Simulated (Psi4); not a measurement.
HN (SMILES [NH]), triplet, at a GFN2-xTB geometry, atoms displaced at random by about 0.08 Å a coordinate; PBE/def2-TZVP, gradient (Psi4).

Input for Psi4:
```
memory 2 GB

molecule mol {
0 3
  N    -0.029158   -0.036832   -0.114190
  H    -0.042723   -0.037609    0.882446
symmetry c1
no_reorient
no_com
}

set basis def2-tzvp
set reference uks

gradient('pbe')
print_variables()
```

Task: What does Psi4 print? Leave out banner, timings and long lists.

Result: 
```
gradient() will perform analytic gradient computation.

   => Loading Basis Set <=

    Name: DEF2-TZVP
    Role: ORBITAL
    Keyword: BASIS

         ---------------------------------------------------------
                                   SCF
               by Justin Turney, Rob Parrish, Andy Simmonett
                          and Daniel G. A. Smith
                              UKS Reference
         ---------------------------------------------------------

  ==> Geometry <==

    Molecular point group: c1
    Full point group: C1

    Geometry (in Angstrom), charge = 0, multiplicity = 3:

       Center              X                  Y                   Z               Mass
    ------------   -----------------  -----------------  -----------------  -----------------
         N           -0.029158000000    -0.036832000000    -0.114190000000    14.003074004430
         H           -0.042723000000    -0.037609000000     0.882446000000     1.007825032230

  Running in c1 symmetry.

  Rotational constants: A =    504.76129  B =     17.41194  C =     16.83133 [cm^-1]
  Rotational constants: A = 15132362.69654  B = 521996.75604  C = 504590.70285 [MHz]
  Nuclear repulsion =    3.716398248854378

  Charge       = 0
  Multiplicity = 3
  Electrons    = 8
  Nalpha       = 5
  Nbeta        = 3

  ==> Algorithm <==

  SCF Algorithm Type is DF.
  DIIS enabled.
  MOM disabled.
  Fractional occupation disabled.
  Guess Type is SAD.
  Energy threshold   = 1.00e-08
  Density threshold  = 1.00e-08
  Integral threshold = 1.00e-12

  ==> Primary Basis <==

  Basis Set: DEF2-TZVP
    Blend: DEF2-TZVP
    Number of shells: 15
    Number of basis functions: 37
    Number of Cartesian functions: 42
    Spherical Harmonics?: true
    Max angular momentum: 3

  ==> DFT Potential <==

   => LibXC <=

    Version 7.1.2
    S. Lehtola, C. Steigemann, M. J. T. Oliveira, and M. A. L. Marques,  SoftwareX 7, 1–5 (2018) (10.1016/j.softx.2017.11.002)

   => Composite Functional: PBE <=

    PBE GGA Exchange-Correlation Functional

    J.P. Perdew et. al., Phys. Rev. Lett., 77(18), 3865-3868, 1996

    Deriv               =              1
    GGA                 =           TRUE
    Meta                =          FALSE

    Exchange Hybrid     =          FALSE
    MP2 Hybrid          =          FALSE

   => Exchange Functionals <=

    1.0000     XC_GGA_X_PBE

   => Correlation Functionals <=

    1.0000     XC_GGA_C_PBE

   => LibXC Density Thresholds  <==

    XC_GGA_C_PBE:  1.00E-12
    XC_GGA_X_PBE:  1.00E-15

   => Molecular Quadrature <=

    Radial Scheme          =       TREUTLER
    Pruning Scheme         =           NONE
    Nuclear Scheme         =       TREUTLER

    Blocking Scheme        =         OCTREE
    BS radius alpha        =              1
    Pruning alpha          =              1
    Radial Points          =             75
    Spherical Points       =            302
    Total Points           =          44023
    Total Blocks           =            377
    Max Points             =            254
    Max Functions          =             37
    Weights Tolerance      =       1.00E-15

   => Loading Basis Set <=

    Name: (DEF2-TZVP AUX)
    Role: JKFIT
    Keyword: DF_BASIS_SCF

  ==> Integral Setup <==

  SCF_SUBTYPE=INCORE selected. In-core MEM_DF algorithm will be used.
  Using in-core AOs.

  ==> MemDFJK: Density-Fitted J/K Matrices <==

    J tasked:                   Yes
    K tasked:                    No
    wK tasked:                   No
    Algorithm:                 Core
    Schwarz Cutoff:           1E-12
    Mask sparsity (%):       0.0000
    Fitting Condition:        1E-10

   => Auxiliary Basis Set <=

  Basis Set: (DEF2-TZVP AUX)
    Blend: DEF2-UNIVERSAL-JKFIT
    Number of shells: 31
    Number of basis functions: 95
    Number of Cartesian functions: 113
    Spherical Harmonics?: true
    Max angular momentum: 4

  Minimum eigenvalue in the overlap matrix is 7.0523674213E-03.
  Reciprocal condition number of the overlap matrix is 1.6359760233E-03.
    Using symmetric orthogonalization.

  ==> Pre-Iterations <==

  SCF Guess: Superposition of Atomic Densities via on-the-fly atomic UHF (no occupation information).

   -------------------------
    Irrep   Nso     Nmo
   -------------------------
     A         37      37
   -------------------------
    Total      37      37
   -------------------------

  ==> Iterations <==

                           Total Energy        Delta E     RMS |[F,P]|

   @DF-UKS iter SAD:   -54.75338968912753   -5.47534e+01   0.00000e+00
   @DF-UKS iter   1:   -55.11301747647876   -3.59628e-01   9.50448e-03 DIIS/ADIIS
   @DF-UKS iter   2:   -55.07901554302300    3.40019e-02   1.16093e-02 DIIS/ADIIS
   @DF-UKS iter   3:   -55.16901848255497   -9.00029e-02   5.17562e-04 DIIS/ADIIS
   @DF-UKS iter   4:   -55.16921811255002   -1.99630e-04   1.20189e-04 DIIS/ADIIS
   @DF-UKS iter   5:   -55.16922983177574   -1.17192e-05   1.94571e-05 DIIS
   @DF-UKS iter   6:   -55.16923012473244   -2.92957e-07   2.90682e-06 DIIS
   @DF-UKS iter   7:   -55.16923013381684   -9.08440e-09   5.85329e-07 DIIS
   @DF-UKS iter   8:   -55.16923013430558   -4.88740e-10   6.93233e-08 DIIS
   @DF-UKS iter   9:   -55.16923013431054   -4.95959e-12   6.04635e-09 DIIS
  Energy and wave function converged.

  ==> Post-Iterations <==

   Electrons on quadrature grid:
      Nalpha   =    5.0000000075 ; deviation = 7.462e-09
      Nbeta    =    2.9999999969 ; deviation = -3.079e-09
      Ntotal   =    8.0000000044 ; deviation = 4.383e-09

   @Spin Contamination Metric:   4.655519299E-03
   @S^2 Expected:                2.000000000E+00
   @S^2 Observed:                2.004655519E+00
   @S   Expected:                1.000000000E+00
   @S   Observed:                1.000000000E+00

    Orbital Energies [Eh]
    ---------------------

    Alpha Occupied:

[...]
    Alpha Virtual:

[...]
    Beta Occupied:

[...]
    Beta Virtual:

[...]
      37A     30.890510

    Final Occupation by Irrep:
              A
    DOCC [     3 ]
    SOCC [     2 ]
    NA   [     5 ]
    NB   [     3 ]

  @DF-UKS Final Energy:   -55.16923013431054

   => Energetics <=

    Nuclear Repulsion Energy =              3.7163982488543779
    One-Electron Energy =                 -81.8884155683071242
    Two-Electron Energy =                  30.1303807029926709
    DFT Exchange-Correlation Energy =      -7.1275935178504586
    Empirical Dispersion Energy =           0.0000000000000000
    VV10 Nonlocal Energy =                  0.0000000000000000
    Total Energy =                        -55.1692301343105385

  UHF NO Occupations:
  HONO-2 :    3  A 1.9981476
  HONO-1 :    4  A 1.0000000
  HONO-0 :    5  A 1.0000000
  LUNO+0 :    6  A 0.0018524
  LUNO+1 :    7  A 0.0004761
  LUNO+2 :    8  A 0.0000011
  LUNO+3 :    9  A 0.0000000

Computation Completed

Properties will be evaluated at   0.000000,   0.000000,   0.000000 [a0]

Properties computed using the SCF density matrix

 Multipole Moments:

 ------------------------------------------------------------------------------------
     Multipole            Electronic (a.u.)      Nuclear  (a.u.)        Total (a.u.)
 ------------------------------------------------------------------------------------

 L = 1.  Multiply by 2.5417464519 to convert [e a0] to [Debye]
 Dipole X            :          0.4579137           -0.4664392           -0.0085255
 Dipole Y            :          0.5577991           -0.5582875           -0.0004883
 Dipole Z            :          0.4693105            0.1570665            0.6263770
 Magnitude           :                                                    0.6264352

 ------------------------------------------------------------------------------------

         ------------------------------------------------------------
                                   SCF GRAD
                          Rob Parrish, Justin Turney,
                       Andy Simmonett, and Alex Sokolov
         ------------------------------------------------------------

  ==> Geometry <==

    Molecular point group: c1
    Full point group: C1

    Geometry (in Angstrom), charge = 0, multiplicity = 3:

       Center              X                  Y                   Z               Mass
    ------------   -----------------  -----------------  -----------------  -----------------
         N           -0.029158000000    -0.036832000000    -0.114190000000    14.003074004430
         H           -0.042723000000    -0.037609000000     0.882446000000     1.007825032230

  Nuclear repulsion =    3.716398248854378

  ==> Basis Set <==

  Basis Set: DEF2-TZVP
    Blend: DEF2-TZVP
    Number of shells: 15
    Number of basis functions: 37
    Number of Cartesian functions: 42
    Spherical Harmonics?: true
    Max angular momentum: 3

  ==> DFJKGrad: Density-Fitted SCF Gradients <==

    Gradient:                    1
    J tasked:                  Yes
    K tasked:                   No
    wK tasked:                  No
    Integrals threads:           1
    Schwarz Cutoff:          1E-12
    Fitting Condition:       1E-10

   => Auxiliary Basis Set <=

  Basis Set: (DEF2-TZVP AUX)
    Blend: DEF2-UNIVERSAL-JKFIT
    Number of shells: 31
    Number of basis functions: 95
    Number of Cartesian functions: 113
    Spherical Harmonics?: true
    Max angular momentum: 4

  ==> DFT Potential <==

   => LibXC <=

    Version 7.1.2
    S. Lehtola, C. Steigemann, M. J. T. Oliveira, and M. A. L. Marques,  SoftwareX 7, 1–5 (2018) (10.1016/j.softx.2017.11.002)

   => Composite Functional: PBE <=

    PBE GGA Exchange-Correlation Functional

    J.P. Perdew et. al., Phys. Rev. Lett., 77(18), 3865-3868, 1996

    Deriv               =              1
    GGA                 =           TRUE
    Meta                =          FALSE

    Exchange Hybrid     =          FALSE
    MP2 Hybrid          =          FALSE

   => Exchange Functionals <=

    1.0000     XC_GGA_X_PBE

   => Correlation Functionals <=

    1.0000     XC_GGA_C_PBE

   => LibXC Density Thresholds  <==

    XC_GGA_C_PBE:  1.00E-12
    XC_GGA_X_PBE:  1.00E-15

   => Molecular Quadrature <=

    Radial Scheme          =       TREUTLER
    Pruning Scheme         =           NONE
    Nuclear Scheme         =       TREUTLER

    Blocking Scheme        =         OCTREE
    BS radius alpha        =              1
    Pruning alpha          =              1
    Radial Points          =             75
    Spherical Points       =            302
    Total Points           =          44023
    Total Blocks           =            377
    Max Points             =            254
    Max Functions          =             37
    Weights Tolerance      =       1.00E-15

  -Total Gradient:
     Atom            X                  Y                   Z
    ------   -----------------  -----------------  -----------------
       1       -0.000604502530    -0.000034625762     0.044413489379
       2        0.000604499924     0.000034625613    -0.044413297933

  Variable Map:
  ----------------------------------------------------------------------------
[...]
  Array Variable Map:
  ----------------------------------------------------------------------------
[...]
[...]
```
